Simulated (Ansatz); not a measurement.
BGeH6P, SMILES `[BH2][GeH2][PH2]`, relaxed with RKS PBE-D4/def2-SVP in Ansatz from a rough embedded geometry. The force threshold is 0.03 eV/Å; the program also tests the step.

Charge 0, multiplicity 1.

Start:

```xyz
9

B    -1.269    0.843   -0.839
Ge    0.033    0.351    0.537
P     1.650   -0.928   -0.437
H    -0.981    1.471   -1.752
H    -2.454    0.524   -0.737
H    -0.672   -0.447    1.683
H     0.671    1.648    1.147
H     2.218   -1.326    0.913
H     0.804   -2.136   -0.514
```

```csv
step,energy (eV),largest force (eV/Å),largest move (Å)
1,-66554.7233,1.870,0.000
2,-66554.9479,0.796,0.115
3,-66554.9995,0.200,0.075
4,-66555.0056,0.122,0.062
5,-66555.0086,0.068,0.125
6,-66555.0101,0.116,0.102
7,-66555.0118,0.071,0.027
8,-66555.0143,0.087,0.088
9,-66555.0153,0.101,0.052
10,-66555.0160,0.059,0.031
11,-66555.0161,0.065,0.041
12,-66555.0168,0.045,0.104
13,-66555.0171,0.011,0.021
```

End:

```xyz
9

B    -1.312    0.814   -0.859
Ge    0.017    0.449    0.657
P     1.645   -0.938   -0.392
H    -1.081    1.680   -1.680
H    -2.291    0.109   -1.006
H    -0.561   -0.282    1.901
H     0.823    1.686    1.140
H     2.053   -1.510    0.868
H     0.707   -2.009   -0.629
```

Hardware: 2 threads of an Intel Xeon Platinum 8223CL on a shared host. Wall time 19 s, peak host memory 0.15 GiB.
